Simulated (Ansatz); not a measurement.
**Worked example: the barrier**

An elementary step of Si4H11F3, singlet (Si₄H₉F ([F][Si]([SiH3])([SiH3])[SiH3]) + HF + HF → Si₃H₆F₂ ([F][Si]([F])([SiH3])[SiH3]) + SiH₄ + HF; bonds formed: Si1–F9, Si2–H8; bonds broken: Si1–Si2, H8–F9). “Start” is the structure reached by relaxing down from the saddle towards the reactants; PBE0-D4/def2-TZVP structures. The saddle:

Si1  (-0.196, -0.310, 0.547)
Si2  (1.972, -0.213, -0.881)
Si3  (-1.549, 1.412, -0.295)
Si4  (-0.561, -2.350, -0.616)
F5  (-0.492, -0.878, 2.015)
H6  (-0.013, 2.157, 2.300)
F7  (-0.787, 2.662, 2.463)
H8  (1.409, 0.508, 0.619)
F9  (1.030, 1.058, 1.663)
H10  (3.141, 0.707, -0.850)
H11  (2.425, -1.623, -0.841)
H12  (1.141, 0.066, -2.077)
H13  (-1.930, 0.930, -1.653)
H14  (-0.806, 2.687, -0.423)
H15  (-2.765, 1.543, 0.539)
H16  (0.263, -3.431, -0.014)
H17  (-0.278, -2.262, -2.072)
H18  (-2.004, -2.662, -0.423)
(Å)

Computed with Ansatz 0.2.0 (basis: def2-TZVPP and def2-QZVPP); correlated methods freeze the cores.

Energies in eV:

| quantity | saddle | start |
| --- | --- | --- |
| Hartree–Fock, triple zeta (X = 3) | -39744.63797 | -39747.12686 |
| Hartree–Fock, quadruple zeta (X = 4) | -39745.99467 | -39748.47272 |
| MP2 correlation, X = 3 | -36.24512 | -35.44877 |
| MP2 correlation, X = 4 | -39.38531 | -38.57004 |
| CCSD(T) correlation, X = 3 | -39.63880 | -38.91497 |

Work out the barrier at the basis limit: extrapolate Hartree–Fock as E(X) = E∞ + A exp(−7.88 √X) and the MP2 correlation as E(X) = E∞ + B X^−2.97 (the exponents that Neese and Valeev fitted for def2-TZVPP and QZVPP), then add CCSD(T) − MP2 in triple zeta.

Each step is linear, so take the differences first (saddle − start): Hartree–Fock 2.48889 (X = 3) and 2.47805 (X = 4); MP2 correlation -0.79635 and -0.81527; CCSD(T) correlation -0.72383.
Two points give E∞ = E(4) + w [E(4) − E(3)], with w = 1/(exp(7.88 (2 − √3)) − 1) = 0.1377 for Hartree–Fock and w = 1/((4/3)^2.97 − 1) = 0.7407 for the correlation.
Hartree–Fock: 2.47805 + 0.1377 × (-0.01084) = 2.4766 eV.
MP2 correlation: -0.81527 + 0.7407 × (-0.01892) = -0.8293 eV.
CCSD(T) − MP2: -0.72383 − (-0.79635) = 0.0725 eV.
Sum: 2.4766 + (-0.8293) + 0.0725 = 1.7198 eV, or 39.66 kcal/mol. Plain CCSD(T) in triple zeta gives 1.7651 eV, so the larger basis shifts the result by -0.0453 eV.

T1 diagnostic: at most 0.015.

Labels in which every atom is bracketed show which atoms are joined, not bond orders.

For scale, one of the runs: CCSD(T)/def2-TZVPP, 415 basis functions, launched by `ansatz run in.yaml --threads 4 --pin off --events-out ev --progress --plain --max-ram 66560MiB --backend cuda --devices 0, --max-vram 37GiB`. Time: 32 s of wall clock on 4 CPU threads of an AMD EPYC 7R13 and a share of one NVIDIA H100; the host was shared. Peak host memory: 0.93 GiB.
